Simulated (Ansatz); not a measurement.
`[SH][Ti]([Cl])([Cl])[Cl]` + HCl → titanium tetrachloride + H₂S at 600 K and 1 bar (ligand exchange at a Ti–S bond).

Computed with Ansatz on PBE0-D4/def2-TZVP structures; ΔE is electronic, products minus reactants. CCSD(T)/CBS adds triple-zeta CCSD(T) − MP2 to the extrapolated MP2 energy (def2 sets, frozen cores). This one scheme is used for every species. For Ti outer-core shells are correlated without core-valence functions, which leaves a few kJ/mol of doubt a bond. Scalar relativity is left out up to krypton. Each species was taken in one conformer, which may not be the lowest.

```json
{"species": "`[SH][Ti]([Cl])([Cl])[Cl]`", "CCSD(T)/CBS energy (Eh)": "-2626.86635", "H − E (kJ/mol)": "93.8", "S (J/(mol·K))": "471.2"}
{"species": "HCl", "CCSD(T)/CBS energy (Eh)": "-460.38127", "H − E (kJ/mol)": "35.4", "S (J/(mol·K))": "207.2"}
{"species": "`[Cl][Ti]([Cl])([Cl])[Cl]`", "CCSD(T)/CBS energy (Eh)": "-2688.29434", "H − E (kJ/mol)": "67.2", "S (J/(mol·K))": "423.3"}
{"species": "H₂S", "CCSD(T)/CBS energy (Eh)": "-398.97279", "H − E (kJ/mol)": "60.8", "S (J/(mol·K))": "230.9"}
```

H − E and S are ideal-gas, rigid-rotor, harmonic terms from PBE0-D4/def2-TZVP, for one conformer and one mirror image of each species. 1 Eh = 2625.50 kJ/mol, R = 8.31446 J/(mol·K).

**Question.** By hand: ΔE, ΔH, ΔS and ΔG.

**Answer.** ΔE = (-2688.29434) + (-398.97279) − (-2626.86635) − (-460.38127) = -0.01951 Eh = -51.2 kJ/mol. Δ(H − E) = 67.2 + 60.8 − 93.8 − 35.4 = -1.2, so ΔH = -52.4 kJ/mol. ΔS = 423.3 + 230.9 − 471.2 − 207.2 = -24.2 J/(mol·K). ΔG = -52.4 − 600 × (-24.2)/1000 = -37.9 kJ/mol.

**Question.** By hand: the equilibrium constant, and the temperature at which ΔG would vanish if ΔH and ΔS stayed fixed.

**Answer.** log₁₀ K = −ΔG/(RT ln 10) = 3.3. ΔG = 0 at ΔH/ΔS = 2165 K.

ΔH outweighs TΔS. A doubt of 5 kJ/mol in ΔE shifts log₁₀ K by 0.4 here. Other conformers and mirror images would add mixing entropy, several J/(mol·K) or more a flexible species. These are equilibria of isolated gas molecules and say nothing of rates. Largest T1 diagnostic: 0.026 (customary marks: 0.02 for closed shells, 0.045 for open ones).
